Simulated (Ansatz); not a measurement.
H₂O₂Zn, charge +1, doublet, at a GFN2-xTB geometry (such geometries of metal compounds can be far from the true shape) (a state made from the parent by changing its charge; the spin is typed, not shown lowest); WB97M-V/6-31G* in Ansatz (a quantum-chemistry and plane-wave program).

Here is a job for Ansatz.
Ansatz 0.2 input:
```yaml
crystal:
  periodic: [false, false, false]
  atoms:
    - {symbol: Zn, position_ang: [-0.00002765, 0.18410192, 0.03416767]}
    - {symbol: O, position_ang: [1.25356735, -0.16406762, -1.10029929]}
    - {symbol: H, position_ang: [1.91681448, 0.38180558, -1.56511562]}
    - {symbol: O, position_ang: [-1.25346034, -0.54831822, 0.96808683]}
    - {symbol: H, position_ang: [-1.91684092, -0.20577643, 1.59778506]}
basis:
  gaussian:
    orbitals: 6-31G*
hamiltonian:
  xc: {name: wB97M-V}
total_charge: 1
magnetization: {spin_polarized: true, initial_magnetization: 1}
```

**Question.** What does Ansatz print? Leave out banner, timings and long lists.

**Answer.** 
```
Functional definition: wB97M-V
643 factors; integrals over basis functions are off by at most 9.5e-4 eV
137 factors; integrals over basis functions are off by at most 2.2e-5 eV
mean field evaluation 1: about -52496.9184 eV, gradient 9.1e1 eV
mean field evaluation 2: about -52454.2787 eV, gradient 1.4e2 eV
mean field evaluation 4: about -52522.4392 eV, gradient 5.9e0 eV
mean field evaluation 8: about -52522.7018 eV, gradient 3.8e-1 eV
mean field evaluation 16: about -52522.7615 eV, gradient 7.0e-3 eV
mean field evaluation 32: about -52496.9184 eV, gradient 9.1e1 eV
mean field evaluation 64: about -52523.2365 eV, gradient 3.3e0 eV
mean field -52523.80575856 eV, -1930.2142597129 hartree, gradient 2.5e-5 eV, S^2 0.767785; 5 other end points of the search recorded, 0 dependent functions left out
reference -52523.80580932 eV, -1930.2142615784 hartree; 24, 23 occupied and 46, 47 virtual orbitals, 643 factors
Total energy: -52523.80580932 eV, -1930.2142615784 hartree
```
